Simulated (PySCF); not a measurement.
Isomers of C8H12, mass 108.094 u with the commonest isotopes. Method used: PBE0/pcSseg-1 in PySCF (dipole) on a GFN2-xTB geometry, gas phase. One conformer each, none proved a minimum here; rigid rotors.

Question: Order these by radius of gyration √(Σ m r²/M), smallest first.
A. `C=CC#CC(C)(C)C`
B. `[CH2:1]=[CH:2]/[CH:3]=[CH:4]\[CH2:5]/[CH:6]=[CH:7]/[CH3:8]` with C1–C2–C3–C4 178°, C3–C4–C5–C6 113°, C4–C5–C6–C7 116°
C. `[CH2:1]=[CH:2]/[CH:3]=[CH:4]/[CH:5]1[CH2:6][CH2:7][CH2:8]1` with C1–C2–C3–C4 179°, C3–C4–C5–C6 123°, C4–C5–C6–C7 130°, C5–C6–C7–C8 -10°, C6–C7–C8–C5 10°, C4–C5–C8–C7 -129°
D. `[CH2:1]1[CH2:2][CH:3]([C@@H:4]2[C@@H:5]3[CH2:6][C@H:7]23)[CH2:8]1` with C2–C3–C4–C5 166°, C8–C1–C2–C3 -11°, C1–C2–C3–C4 129°, C3–C4–C5–C6 -65°, C4–C5–C6–C7 -48°

Answer: D (2.071 Å), A (2.368 Å), C (2.518 Å), B (2.706 Å).

Question: Order these by rotational constant C, largest first.
A. `[CH2:1]1[CH2:2][CH:3]([C@@H:4]2[C@@H:5]3[CH2:6][C@H:7]23)[CH2:8]1` with C2–C3–C4–C5 166°, C8–C1–C2–C3 -11°, C1–C2–C3–C4 129°, C3–C4–C5–C6 -65°, C4–C5–C6–C7 -48°
B. `[CH2:1]=[CH:2]/[CH:3]=[CH:4]/[CH:5]1[CH2:6][CH2:7][CH2:8]1` with C1–C2–C3–C4 179°, C3–C4–C5–C6 123°, C4–C5–C6–C7 130°, C5–C6–C7–C8 -10°, C6–C7–C8–C5 10°, C4–C5–C8–C7 -129°
C. `[CH2:1]=[CH:2]/[CH:3]=[CH:4]\[CH2:5]/[CH:6]=[CH:7]/[CH3:8]` with C1–C2–C3–C4 178°, C3–C4–C5–C6 113°, C4–C5–C6–C7 116°
D. `C=CC#CC(C)(C)C`

Answer: A (1173 MHz), D (917.8 MHz), B (761.5 MHz), C (660.5 MHz).

Question: Order these by rotational constant B, largest first.
A. `[CH2:1]1[CH2:2][CH:3]([C@@H:4]2[C@@H:5]3[CH2:6][C@H:7]23)[CH2:8]1` with C2–C3–C4–C5 166°, C8–C1–C2–C3 -11°, C1–C2–C3–C4 129°, C3–C4–C5–C6 -65°, C4–C5–C6–C7 -48°
B. `C=CC#CC(C)(C)C`
C. `[CH2:1]=[CH:2]/[CH:3]=[CH:4]\[CH2:5]/[CH:6]=[CH:7]/[CH3:8]` with C1–C2–C3–C4 178°, C3–C4–C5–C6 113°, C4–C5–C6–C7 116°
D. `[CH2:1]=[CH:2]/[CH:3]=[CH:4]/[CH:5]1[CH2:6][CH2:7][CH2:8]1` with C1–C2–C3–C4 179°, C3–C4–C5–C6 123°, C4–C5–C6–C7 130°, C5–C6–C7–C8 -10°, C6–C7–C8–C5 10°, C4–C5–C8–C7 -129°

Answer: A (1244 MHz), B (938.3 MHz), D (783.3 MHz), C (677.6 MHz).

```tsv
SMILES	point group	Ia (u·Å²)	Ib (u·Å²)	Ic (u·Å²)	κ	μa (D)	μb (D)	μc (D)
C1CC([C@@H]2[C@@H]3C[C@@H]32)C1	Cs	90.70	406.14	430.83	-0.97	0.48	0.00	0.36
C=C/C=C/C1CCC1	near Cs	61.66	645.19	663.69	-0.99	0.60	0.03	0.03
C=CC#CC(C)(C)C	Cs	122.63	538.63	550.65	-0.99	0.55	0.12	0.00
C=C/C=C\C/C=C/C	C1	72.55	745.85	765.17	-0.99	0.62	0.00	0.08
```
